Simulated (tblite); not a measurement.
A tight-binding relaxation on `C(CCC(=S)C)[SiH2]O`.

Computed with GFN2-xTB geometry optimisation, gas phase (tblite 0.8.0). Start geometry: from a force field or distance geometry. A driver script takes a list of jobs; this job's settings line and coordinates (Å) are shown.

Command:
```bash
OMP_NUM_THREADS=1 python probes_run.py task.json out
```

Input:
```
{"job": {"kind": "relax", "xc": "GFN2-xTB", "basis": "xTB"}, "charge": 0, "multiplicity": 1}
C     -3.516000     0.448500    -0.465700
C     -2.074100     0.586000    -0.114100
S     -1.611700     1.739600     0.648400
C     -1.077100    -0.467500    -0.518900
C      0.250900    -0.007500     0.025500
C      1.376600    -0.948200    -0.298400
Si     2.929900    -0.177900     0.441200
O      3.833500     0.729700    -0.699300
H     -3.701400     0.815300    -1.494400
H     -4.157200     0.993300     0.269800
H     -3.800000    -0.634800    -0.409500
H     -1.136600    -0.497100    -1.616300
H     -1.451600    -1.416600    -0.061100
H      0.172800     0.036000     1.130000
H      0.481900     0.982400    -0.432400
H      1.573000    -1.105800    -1.351600
H      1.209400    -1.957800     0.154400
H      2.483300     0.783400     1.486100
H      3.775100    -1.209300     1.072000
H      4.434000     1.318900    -0.178300
```

Output:
```
step      E/eV     max force
  0    -703.12249   11.705
  1    -703.75718    6.009
  2    -704.14122    3.213
  3    -704.31529    1.946
  4    -704.36521    0.853
  5    -704.41170    0.417
  6    -704.43070    0.442
  7    -704.44420    0.377
  8    -704.45786    0.195
  9    -704.46749    0.267
... (112 lines left out)
122    -704.66021    0.043
123    -704.66043    0.055
124    -704.66071    0.053
125    -704.66093    0.034
126    -704.66103    0.018
127    -704.66107    0.015
128    -704.66111    0.017
129    -704.66115    0.020
130    -704.66119    0.014
131    -704.66122    0.008
```

«max force» is the largest atomic force in eV/Å.

Question: From which step on does the largest force stay under 0.1 eV/Å, and how much energy is left to gain from there?

Answer: From step 80 (0.050 eV/Å), 8.9 meV above the end.

Summary of the converged run: energy lowered by 35.5 kcal/mol over 131 steps; largest atomic force 0.008 eV/Å at the end.

Question: Give the final coordinates.

Answer: 0.466 Å rms from the input after alignment:
```
atom  x, y, z in Å
C1    -3.4957    0.3562   -0.7263
C2    -2.1941    0.6643   -0.0645
S3    -2.0102    2.0083    0.8278
C4    -1.0971   -0.3266   -0.2810
C5     0.2812    0.1353    0.1828
C6     1.3497   -0.9201   -0.0798
Si7    3.0883   -0.3431    0.4135
O8     3.3667    0.9177   -0.5747
H9    -3.3902    0.4622   -1.8072
H10   -4.2725    1.0361   -0.3862
H11   -3.7970   -0.6722   -0.5275
H12   -1.0657   -0.5847   -1.3454
H13   -1.3689   -1.2469    0.2510
H14    0.2410    0.3638    1.2493
H15    0.5415    1.0567   -0.3405
H16    1.3407   -1.1799   -1.1404
H17    1.0989   -1.8317    0.4658
H18    3.1387    0.0809    1.8144
H19    4.0753   -1.4012    0.1787
H20    4.1643    1.4359   -0.5225
```

On an Intel Xeon Platinum 8488C with one thread, shared host, this took 0.98 s wall.
Labels such as C1 count atoms from 1, the log's own numbers from 0.
